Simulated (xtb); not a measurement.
C2H6ClFOSi, SMILES C[C@H](O)[Si@H](F)Cl. All values are semi-empirical tight-binding results from xtb (GFN2-xTB unless named), good for trends rather than for accurate numbers. Geometry: GFN2-xTB. The structure was generated by enumeration; whether it is a known compound was not checked. One conformer was computed; it need not be the lowest.

orbital gap: 6.08 eV
dipole moment: 3.49 D
zero-point energy: 50.8 kcal/mol
G − E(el) at 298.15 K (modified RRHO): 29.7 kcal/mol
static polarisability (D4 model): 75.1 bohr³
solvation energy, GFN2-xTB/ALPB(water): -4.4 kcal/mol
solvation energy, GFN2-xTB/ALPB(acetone): -6.9 kcal/mol
